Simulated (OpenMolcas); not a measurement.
Fe3+: effect of the basis set

```yaml
Program: OpenMolcas 26.06
Method: "MS-CASPT2, IPEA 0.25 Eh, imaginary shift 0.1 Eh (closed shells correlated: 3s 3p)"
Active_space: 5 electrons in 10 orbitals (3d 4d)
State_averaging: 2S+1 = 6 even, 1 root; 2S+1 = 4 even, 24 roots; 2S+1 = 2 even, 53 roots
Spin-orbit_coupling: state interaction with AMFI integrals over the reference wave functions, term energies averaged over their components
```

A. ANO-RCC-VTZP [6s5p3d2f1g], DKH2, point nucleus; CASPT2 step roughly 11 core-minutes
B. ANO-R2 [6s5p4d2f1g], X2C, finite nucleus; CASPT2 step roughly 40 core-minutes
C. ANO-RCC-VQZP [7s6p4d3f2g1h], DKH2, point nucleus; CASPT2 step roughly 16 core-minutes

Energies in cm-1 above 3d5 6S 5/2, the measured ground level; measured values from Corliss and Sugar, J. Phys. Chem. Ref. Data 11, 135 (1982).

```tsv
Level	A	B	C	Measured
3d5 6S 5/2	0.0	0.0	0.0	0.0
3d5 4G 5/2	33520	33550	33380	
3d5 4G 7/2	33560	33590	33420	
3d5 4G 9/2	33600	33620	33460	
3d5 4G 11/2	33610	33630	33460	32246
3d5 4P 5/2	37100	36950	36900	35254
3d5 4P 3/2	37160	37010	36970	35333
3d5 4P 1/2	37240	37090	37040	35407
3d5 4D 7/2	40260	40210	40170	38779
3d5 4D 1/2	40300	40260	40210	38897
3d5 4D 3/2	40390	40340	40300	
3d5 4D 5/2	40430	40380	40330	
3d5 2I 11/2	49090	49130	48740	
3d5 2I 13/2	49190	49220	48830	
3d5 2D 5/2 [74 %]	52140	51930	51820	49542
3d5 2D 3/2	52630	52420	52310	50051
3d5 2F 7/2(1)	54070	53880	53740	51394
3d5 4F 9/2	54660	54670	54580	52621
3d5 4F 7/2	54690	54690	54610	52695
3d5 4F 3/2	54810	54810	54720	
3d5 2H 9/2	58640	58560	58310	56058
3d5 2H 11/2	59070	58970	58700	56369
3d5 2G 7/2	59740	59680	59500	57408
3d5 2G 9/2	60130	60050	59860	57721
```

Deviations, from unrounded energies. A percentage is the sum of absolute deviations over the sum of measured energies, with the sign that they share, or ± where signs differ.

| Against measurement | Levels | A | B | C |
| --- | --- | --- | --- | --- |
| mean absolute deviation (cm-1) | 15 | 2100 | 2000 | 1900 |
| other terms of the ground configuration (%) | 15 | +4.5 | +4.3 | +4.1 |

C lies closest to measurement on these levels and A furthest from it. The largest miss of C in the table is 3d5 2F 7/2(1), by +2300 cm-1. The ranking rests on the paired levels alone, and a cruder setting can come out closer through cancelling errors.

The two smallest mean deviations differ by little beside CASPT2's spread within terms, so their order carries little weight.

Among A to C the level of the table that moves most is 3d5 2I 13/2, by 390 cm-1 (lowest in C, highest in B). Moves below CASPT2's spread within the term are not significant.

CASPT2 breaks the degeneracy within a term, and the mean is taken; among the terms shown or strongly mixed into the levels shown the widest spread is 710 cm-1 (3d5 2I, C). Active for correlation alone: 4d; no level in the range computed is led by a configuration that fills it, so any true level of that kind is missing. Some levels mix across a computed gap that differs much from the measured one, so their mixing is not that of the real levels (holds for A). Computed and measured levels are paired by configuration, term and J; levels that our copy of the source lacks, or whose pairing is in doubt (as where it misses far off the trend of its configuration), stay unpaired and out of the deviations. Only configurations of the active space appear. The table leaves out levels that lie high or whose names do not pair safely across all columns.

A share in square brackets marks a mixed level and gives the weight of the term that names it, the lowest over the columns. A number in round brackets counts repeated terms of one configuration in the order of the reference energies.
